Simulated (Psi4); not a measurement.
HF$_{5}$OW, triplet, geometry from GFN2-xTB (such geometries of metal compounds can be far from the true shape) (the multiplicity is a formal guess) (core potentials on W). Base run: CAM-B3LYP/def2-SVP (Psi4).

Psi4 was given this input:
```
memory 2 GB

molecule {
0 3
W     0.00250320   -0.00514199    0.00119349
F    -0.77256193    1.58697031   -0.36834621
F     1.45787778    0.98427826    1.00354396
F     0.78110345   -0.01179125   -1.86843523
F    -0.81250390    0.07629300    1.85346395
F    -1.48927824   -0.91977652   -1.01851524
O     0.76864940   -1.57893332    0.36648077
H     1.18383349   -2.43179028    0.56443446
}

set {
  basis def2-svp
  reference uks
}

energy('cam-b3lyp')
print_variables()
```

Each row names what was changed in the base input (with any setting that the change needs).

```csv
change,ΔE vs base (eV),point group used,SCF cycles
base,0.00,c1,29
jitter_ang = 0.002,0.00,c1,22
molecule keys = no_reorient,0.00,c1,29
"molecule keys = symmetry c1, no_reorient, no_com",0.00,c1,22
molecule keys = symmetry c1,0.00,c1,29
```

Open shells are given as the SCF converged; they aren't shown to be the lowest states, and a large step between rows can be another state.
